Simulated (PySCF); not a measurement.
**MC anions for M along the halogens**

MP2 with triple-zeta basis sets in PySCF, for the lowest determinant that a PBE0 search found; no spin–orbit coupling. De refers to high-spin ground-configuration atoms (the charge goes to the atom of lower measured ionisation energy or higher electron affinity, which is not always the lowest computed limit).

```tsv
M	basis	reference, frozen orbitals	charged atom	state (unpaired electrons)	Re (Å)	ωe (cm⁻¹)	De (eV)
F	def2-TZVPPD	UHF, 2	F−	triplet (π ↑↑)	1.454	793	2.51
Cl	def2-TZVPPD	UHF, 6	Cl−	triplet (π ↑↑)	1.858	514	1.65
Br	def2-TZVPPD	UHF, 10	Br−	triplet (π ↑↑)	2.025	450	1.48
```

The shortest bond is that of CF⁻ (1.454 Å), the longest that of CBr⁻ (2.025 Å).

Down a group the atoms grow and get heavier, so bonds lengthen and wavenumbers fall; this series shows no clear exception.

Correlated steps freeze the inner cores (2 to 10 orbitals); shallow outer-core shells are correlated. Spin–orbit coupling is left out. For an ion De counts to the pair picked by the measured ionisation energies or electron affinities, which need not be the lowest pair at this level. States were picked by a PBE0 search and need not be the measured ground states.
